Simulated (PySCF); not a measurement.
GeH₄SSe, SMILES S[Se][GeH3].

Geometry: PBE-D3(BJ)/def2-SVP. The structure was generated by enumeration, and PubChem lists no compound with its InChIKey, so it may never have been made. One conformer was computed; it need not be the lowest.

Method: PySCF with PBE-D3(BJ)/def2-SVP.

Frequencies are harmonic and unscaled.

**Question.** List the normal modes with their intensities. (Estimate from the structure and the level; the computed values follow.)

**Answer.** 
```
mode  ν (cm⁻¹)  IR (km/mol)  Raman (Å⁴/amu)  depolarisation  moving atoms (share of kinetic energy)
----  --------  -----------  --------------  --------------  --------------------------------------
1           97          0.2             4.1            0.54                S 52 %, Ge 23 %, Se 17 %
2          118          0.1             0.1            0.74                                  H 95 %
3          262         18.0             6.6            0.75                                  H 95 %
4          270          4.6             9.4            0.21                        Se 49 %, Ge 48 %
5          375          1.3             8.5            0.29                         S 71 %, Se 29 %
6          503          8.0            14.2            0.74                                  H 91 %
7          518          7.7            12.6            0.75                                  H 95 %
8          777        218.6            21.5            0.60                                  H 97 %
9          789         20.2            29.1            0.45                                  H 97 %
10         829         31.3            27.2            0.75                                  H 99 %
11         847         31.4            23.4            0.75                                  H 99 %
12        2064         91.8           365.5            0.05                                 H 100 %
13        2086         96.3           134.1            0.72                                  H 98 %
14        2095         85.5           126.1            0.61                                  H 98 %
15        2571          2.2           157.8            0.27                                  H 97 %
```
